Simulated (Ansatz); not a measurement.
The cluster Be5Se5, relaxed as a singlet with RKS PBE-D4/def2-SVP in Ansatz, starting from the GFN1-xTB geometry. Force threshold 0.03 eV/Å.

Another isomer (singlet) lies 1.39 eV lower at PBE0-D4/def2-TZVP; other spin states weren't run for this one.

Start:

Cartesian coordinates in Å:
```
Be 1.863 1.827 -0.414
Be -0.670 -2.074 1.509
Be -0.718 1.442 -2.103
Be 1.848 -0.278 1.884
Be -2.321 -0.922 -0.877
Se 1.007 2.498 -2.120
Se -2.357 -2.441 0.456
Se 0.958 -1.903 2.697
Se -2.507 0.518 -2.286
Se 2.897 1.333 1.253
```

Estimate the energy that the relaxation releases and the steps that it takes.

10.6 kcal/mol, in 12 steps; 43 s on 4 threads of Arm Neoverse V2 on a shared host. No frequencies were taken in this run, so the end may be a saddle point.

Does the start keep its bonding?

By distances, no bond broke or formed. The bond that changes most is Be2–Se7, from 2.02 to 2.04 Å (atoms count from 1).

Predict the relaxed structure.


Cartesian coordinates in Å:
```
Be 1.6550 1.4390 -0.4764
Be -0.3821 -2.0261 0.9881
Be -0.5403 1.1348 -1.7834
Be 1.4143 0.0815 1.7976
Be -2.1525 -0.5360 -0.5944
Se 1.3751 0.8109 -2.3902
Se -1.9155 -2.5213 -0.2563
Se 1.1813 -1.8763 2.2816
Se -2.3971 1.4370 -1.0184
Se 1.7618 2.0565 1.4519
```
Bond lengths (bridged metal pairs left out): 10 × Be–Se 2.03 to 2.04 Å.
